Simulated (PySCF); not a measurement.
An equivalent PySCF input for As(2+) (arsenic, charge +2), [Ar] 3d10 4s2 4p1, 2P determinant, with the non-relativistic Hamiltonian (point nucleus):

```python
from pyscf import gto, scf, dft, mp, cc
import basis_set_exchange as bse
mol = gto.M(atom="As 0 0 0", charge=2, spin=1, symmetry="D2h",
            basis=gto.basis.parse(bse.get_basis("def2-QZVPPD", elements=["As"], fmt="nwchem")))
mf = dft.UKS(mol, xc="WB97X_V")
mf.irrep_nelec = {'Ag': (6, 6), 'B1g': (1, 1), 'B2g': (1, 1), 'B3g': (1, 1), 'B1u': (2, 2), 'B2u': (3, 2), 'B3u': (2, 2)}
mf.kernel()
```

It reaches the same state as the run whose output follows, with an energy that differs only through the grid. The run itself started from symmetry-adapted Hartree-Fock orbitals and held the occupation by maximum overlap, on a logarithmic radial grid, so the iterations belong to that start.

```
SCF conv_tol = 1e-09
number electrons alpha = 16  beta = 15
XC functionals = WB97X_V
    N. Mardirossian and M. Head-Gordon.,  Phys. Chem. Chem. Phys. 16, 9904-9924 (2014)
NLC functional = WB97X_V
cycle= 1 E= -2234.60878165807  delta_E= -0.0113  |g|= 0.106  |ddm|= 0.141
cycle= 2 E= -2234.60906122345  delta_E= -0.00028  |g|= 0.0932  |ddm|= 0.0646
cycle= 3 E= -2234.60981217227  delta_E= -0.000751  |g|= 0.00377  |ddm|= 0.022
cycle= 4 E= -2234.60981618124  delta_E= -4.01e-06  |g|= 0.000342  |ddm|= 0.00354
cycle= 5 E= -2234.60981626731  delta_E= -8.61e-08  |g|= 4.41e-05  |ddm|= 0.000425
cycle= 6 E= -2234.60981626914  delta_E= -1.83e-09  |g|= 3.3e-06  |ddm|= 8.38e-05
cycle= 7 E= -2234.60981626915  delta_E= -2.27e-12  |g|= 3.08e-07  |ddm|= 6.28e-06
converged SCF energy = -2234.60981626915  <S^2> = 0.75233162  2S+1 = 2.0023303
```
